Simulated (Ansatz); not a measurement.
`[CH3][AlH][NH][SiH2]Cl` + H₂ → `[AlH2][NH][SiH2]Cl` + CH₄  (hydrogenolysis of the Al–C bond)

Isolated molecules relaxed with PBE0-D4/def2-TZVP in Ansatz; ΔE leaves out vibrations. CCSD(T)/CBS is the MP2 limit (def2-TZVPP, def2-QZVPP) plus CCSD(T) − MP2 in def2-TZVPP, frozen cores. This one scheme is used for every species. Each species was taken in one conformer, which may not be the lowest.

`[CH3][AlH][NH][SiH2]Cl`:

```xyz
12

C     1.050   -1.930   -1.247
Al   -0.022   -0.344   -0.901
N     0.066    0.449    0.707
Si   -0.812    1.798    1.274
Cl   -2.374    1.258    2.520
H     0.411   -2.781   -1.505
H     1.667   -2.225   -0.395
H     1.715   -1.773   -2.103
H    -0.985    0.338   -1.954
H     0.660    0.012    1.401
H     0.031    2.705    2.089
H    -1.408    2.493    0.114
```

H₂:

```xyz
2

H     0.033    0.111    0.355
H    -0.033   -0.111   -0.355
```

`[AlH2][NH][SiH2]Cl`:

Z-matrix (Å, degrees):
```
Si
N 1 1.708
Cl 1 2.066 2 112.4
H 1 1.481 2 111.9 3 118.1
H 1 1.479 2 108.2 3 -118.0
Al 2 1.790 1 128.6 3 103.5
H 2 1.013 1 114.8 3 -72.5
H 6 1.579 2 117.4 1 2.6
H 6 1.581 2 117.3 1 -178.1
```

CH₄:

Z-matrix (Å, degrees):
```
C
H 1 1.090
H 1 1.090 2 109.5
H 1 1.090 2 109.5 3 -120.0
H 1 1.090 2 109.5 3 120.0
```

| species | MP2/def2-QZVPP energy (Eh) |
| --- | --- |
| `[CH3][AlH][NH][SiH2]Cl` | -1087.82281 |
| H₂ | -1.16658 |
| `[AlH2][NH][SiH2]Cl` | -1048.57005 |
| CH₄ | -40.42633 |

Problem. Work out ΔE.

Solution. ΔE = (-1048.57005) + (-40.42633) − (-1087.82281) − (-1.16658) = -0.00699 Eh = -0.19 eV. CCSD(T)/CBS gives -0.23 eV.

Largest T1 diagnostic among the species: 0.011.

The D4 term adds +0.06 eV with B3LYP and +0.04 eV with PBE0; it sums over pairs of atoms, weighted by their polarisabilities, and B3LYP, whose exchange is more repulsive, gets the larger term. In def2-TZVPP, CCSD(T) changes the Hartree–Fock value by +0.24 eV (the triples alone add +0.04 eV) and MP2 by +0.28 eV.

B3LYP here is the variant with VWN-RPA as its local correlation; programs differ in this.
